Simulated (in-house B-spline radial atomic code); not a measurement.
Successive ionisation energies of bromine; each step leads to the configuration of the next row (after the last: bare). Dirac energy differences include first-order Breit, QED and recoil terms. NIST's values go from ground level to ground level; the uncertainty of those that are theory runs from under 0.1 % in few-electron ions to several per cent in heavy many-electron ones. Computed with a radial B-spline atomic code at the basis-set limit: Dirac-Hartree-Fock, jj configuration that fills j = l - 1/2 first, finite nuclei.

A number in brackets counts the electrons of a j subshell.

```json
{"ion": "Br21+", "configuration": "[Ne] 3s2 3p1/2(2)", "ionisation energy (eV)": "916.2", "tabulated value (eV)": "920.8", "tabulated kind": "semi-empirical", "computed minus tabulated (eV)": "-5", "highest orbital": "3p1/2", "largest mean radius (bohr)": "0.47215"}
{"ion": "Br22+", "configuration": "[Ne] 3s2 3p1/2(1)", "ionisation energy (eV)": "969.3", "tabulated value (eV)": "963", "tabulated kind": "semi-empirical", "computed minus tabulated (eV)": "6", "highest orbital": "3p1/2", "largest mean radius (bohr)": "0.46786"}
{"ion": "Br23+", "configuration": "[Ne] 3s2", "ionisation energy (eV)": "1065.7", "tabulated value (eV)": "1070.6", "tabulated kind": "semi-empirical", "computed minus tabulated (eV)": "-5", "highest orbital": "3s1/2", "largest mean radius (bohr)": "0.46365"}
{"ion": "Br24+", "configuration": "[Ne] 3s1", "ionisation energy (eV)": "1118.4", "tabulated value (eV)": "1119.17", "tabulated kind": "semi-empirical", "computed minus tabulated (eV)": "-1", "highest orbital": "3s1/2", "largest mean radius (bohr)": "0.459"}
{"ion": "Br25+", "configuration": "[He] 2s2 2p6", "ionisation energy (eV)": "2727.5", "tabulated value (eV)": "2731.4", "tabulated kind": "semi-empirical", "computed minus tabulated (eV)": "-4", "highest orbital": "2p3/2", "largest mean radius (bohr)": "0.18504"}
{"ion": "Br26+", "configuration": "[He] 2s2 2p1/2(2) 2p3/2(3)", "ionisation energy (eV)": "2871.0", "tabulated value (eV)": "2869", "tabulated kind": "semi-empirical", "computed minus tabulated (eV)": "2", "highest orbital": "2p3/2", "largest mean radius (bohr)": "0.18334"}
{"ion": "Br27+", "configuration": "[He] 2s2 2p1/2(2) 2p3/2(2)", "ionisation energy (eV)": "?", "tabulated value (eV)": "?", "tabulated kind": "semi-empirical", "computed minus tabulated (eV)": "?", "highest orbital": "?", "largest mean radius (bohr)": "?"}
{"ion": "Br28+", "configuration": "[He] 2s2 2p1/2(2) 2p3/2(1)", "ionisation energy (eV)": "3166.8", "tabulated value (eV)": "3169", "tabulated kind": "semi-empirical", "computed minus tabulated (eV)": "-2", "highest orbital": "2p3/2", "largest mean radius (bohr)": "0.18002"}
{"ion": "Br29+", "configuration": "[He] 2s2 2p1/2(2)", "ionisation energy (eV)": "?", "tabulated value (eV)": "?", "tabulated kind": "semi-empirical", "computed minus tabulated (eV)": "?", "highest orbital": "?", "largest mean radius (bohr)": "?"}
{"ion": "Br30+", "configuration": "[He] 2s2 2p1/2(1)", "ionisation energy (eV)": "3526.8", "tabulated value (eV)": "3523.1", "tabulated kind": "semi-empirical", "computed minus tabulated (eV)": "4", "highest orbital": "2p1/2", "largest mean radius (bohr)": "0.17677"}
{"ion": "Br31+", "configuration": "[He] 2s2", "ionisation energy (eV)": "?", "tabulated value (eV)": "?", "tabulated kind": "semi-empirical", "computed minus tabulated (eV)": "?", "highest orbital": "?", "largest mean radius (bohr)": "?"}
{"ion": "Br32+", "configuration": "[He] 2s1", "ionisation energy (eV)": "3868.8", "tabulated value (eV)": "3868.986", "tabulated kind": "tabulated theory", "computed minus tabulated (eV)": "0", "highest orbital": "2s1/2", "largest mean radius (bohr)": "0.17368"}
{"ion": "Br33+", "configuration": "1s2", "ionisation energy (eV)": "16315.2", "tabulated value (eV)": "16317.01", "tabulated kind": "tabulated theory", "computed minus tabulated (eV)": "-2", "highest orbital": "1s1/2", "largest mean radius (bohr)": "0.042379"}
{"ion": "Br34+", "configuration": "1s1", "ionisation energy (eV)": "16937.1", "tabulated value (eV)": "16937.15", "tabulated kind": "tabulated theory", "computed minus tabulated (eV)": "0", "highest orbital": "1s1/2", "largest mean radius (bohr)": "0.04191"}
```

Question: Fill in the row of Br27+.

Answer: ionisation energy (eV): 3017.5; tabulated value (eV): 3021; computed minus tabulated (eV): -4; highest orbital: 2p3/2; largest mean radius (bohr): 0.18167.

Question: Fill in the row of Br29+.

Answer: ionisation energy (eV): 3363.0; tabulated value (eV): 3361; computed minus tabulated (eV): 2; highest orbital: 2p1/2; largest mean radius (bohr): 0.1784.

Question: Fill in the row of Br31+.

Answer: ionisation energy (eV): 3727.8; tabulated value (eV): 3735; computed minus tabulated (eV): -7; highest orbital: 2s1/2; largest mean radius (bohr): 0.17516.

Question: Where is the largest jump?

Answer: From Br32+ to Br33+, by a factor of 4.22 (3868.8 to 16315 eV); the highest orbital goes from 2s1/2 to 1s1/2.

Question: How far is this level of theory from the measured and semi-empirical values?

Answer: Over those 11 rows the differences run from -7.23 to +6.28 eV (mean absolute value 3.7 eV). The calculation leaves out correlation and, in open shells, the multiplet splittings that an average leaves out.
